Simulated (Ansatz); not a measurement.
Ansatz results at the PBE0-D4/def2-TZVP geometry: size of the dipole moment (B3LYP/def2-TZVPP) 2.28 D; HOMO–LUMO gap (ωB97M-V/def2-TZVPP) 9.84 eV; HOMO energy (B3LYP/def2-TZVPP) -6.03 eV.

Each molecule was computed in one conformer, which needn't be the lowest.

**Question.** Which molecule gave them?
A. `CB/C=C/O`
B. `B1CN[SiH2]1`
C. `NB1C[SiH2]1`
D. `C1C[AsH]1`

**Answer.** C. The others give `CB/C=C/O`: 3.02, 10.29, -7.02; `C1C[AsH]1`: 0.99, 11.27, -6.81; `B1CN[SiH2]1`: 1.13, 9.01, -6.41.

B3LYP here is the variant with VWN-RPA as its local correlation; programs differ in this.
